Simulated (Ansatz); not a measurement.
A nudged elastic band was laid between two geometries of BrH + ClFGeH2 (7 atoms, charge 0, multiplicity 1).

These are results of Ansatz, RKS B3LYP/def2-SVP, not measurements.

* movable images: 5
* climbing image: yes
* spring: 5.0 eV/Å²
* optimiser: quadratic models (default)
* start path: through a guess of the saddle point
* force threshold: 0.05 eV/Å
* iteration limit: 60
* end points: relaxed

First end point:

```xyz
7
Properties=species:S:1:pos:R:3
Ge 0.380 0.061 -0.110
Cl 0.235 0.376 2.038
H 1.813 -0.378 -0.426
F 0.138 1.617 -0.850
H -0.775 -0.846 -0.542
Br -3.584 -0.569 1.715
H -2.284 -0.142 2.141
```

Last end point:

```xyz
7
Properties=species:S:1:pos:R:3
Ge -0.346 0.266 -0.354
Cl -0.182 -1.144 3.025
H 0.777 0.972 0.408
F -0.369 0.937 -1.962
H -0.292 -1.256 -0.507
Br -2.389 0.851 0.610
H -1.276 -0.508 2.746
```

Task: Which bonds break or form, and what moves?

Result: Bonds broken: Ge1–Cl2, Br6–H7. Bonds formed: Ge1–Br6, Cl2–H7. BrH + ClFGeH2 becomes BrFGeH2 + ClH.

Task: Give the energies along the band, and the barrier.

Result: The forces met the threshold. The highest image is number 4 of 0 to 6, 29.5 kcal/mol above the first end and 30.3 kcal/mol above the last; the last end lies 0.8 kcal/mol below the first. A vibrational analysis at the climbing image gives one clearly imaginary mode, 408i cm⁻¹: a first-order saddle point. The orbitals stay closed-shell, which can raise the energy where a bond breaks towards radicals; this wasn't checked here.

```csv
image,path coordinate (Å),energy (kcal/mol),Ge1–Cl2 (Å),Br6–H7 (Å),Ge1–Br6 (Å)
0,0.00,0.0,2.18,1.43,4.41
1,0.97,0.1,2.18,1.43,4.44
2,1.93,0.7,2.18,1.43,4.29
3,2.90,11.0,2.23,1.45,3.51
4,3.86,29.5,2.49,1.60,2.75
5,4.74,6.4,3.06,2.15,2.40
6,5.61,-0.8,3.66,2.76,2.33
```

Task: What is the geometry of the highest image?

Result: 
```xyz
7
Properties=species:S:1:pos:R:3
Ge -0.111 -0.015 -0.014
Cl -0.026 -0.649 2.396
H 1.297 0.562 0.161
F -0.678 1.045 -1.294
H -0.418 -1.430 -0.499
Br -2.547 0.651 1.070
H -1.595 -0.045 2.146
```

Task: What are the harmonic wavenumbers there?

Result: 408i, 51, 152, 218, 277, 417, 493, 568, 695, 745, 767, 893, 1255, 2166, 2214 cm⁻¹.

Run time: 2.5 min on 2 threads of Intel(R) Xeon(R) 6975P-C (Granite Rapids), with other jobs on the host, peak memory 0.31 GiB.
